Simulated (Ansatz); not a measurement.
The cluster Be₇⁻, relaxed as a doublet with UKS PBE0/def2-TZVPD in Ansatz, starting from the GFN1-xTB geometry. Force threshold 0.02 eV/Å.

The charge -1 doublet is spin-contaminated (final ⟨S²⟩ up to 1.39, 0.75 for a pure state). The relaxation made no stability test and no search for a lower SCF solution. The structure comes from a short search, and lower isomers may exist.

Start:

Cartesian coordinates in Å:
```
Be -1.6773 -0.4129 0.2337
Be -1.0428 0.6574 1.7581
Be -0.8862 -0.0508 -1.6805
Be -0.4346 -1.7053 -0.8629
Be 1.1494 -0.4005 -1.2862
Be 2.0031 0.6611 0.1294
Be 0.8884 1.2510 1.7083
```

(1) Estimate the energy that the relaxation releases and the steps that it takes.

(2) Does the start keep its bonding and symmetry?

(3) Predict the relaxed structure.

Results:

(1) 139.0 kJ/mol, in 19 steps; 61 s on 4 threads of Arm Neoverse V1 on a shared host. The force fell under the threshold at step 15, but the optimiser went on. No frequencies were taken in this run, so the end may be a saddle point.

(2) Bonds formed: Be2–Be3, Be3–Be6, Be3–Be7 (atoms count from 1). Point group Cs at the start, D2h at the end, both within 0.05 Å.

(3) 
```xyz
7

Be   -1.934   -0.809    0.239
Be   -1.238    0.737    1.477
Be    0.001    0.000   -0.001
Be   -0.677   -1.548   -1.252
Be    1.237   -0.736   -1.476
Be    1.929    0.803   -0.242
Be    0.683    1.553    1.254
```
Bond lengths (bridged metal pairs left out): 12 × Be–Be 2.06 to 2.11 Å.
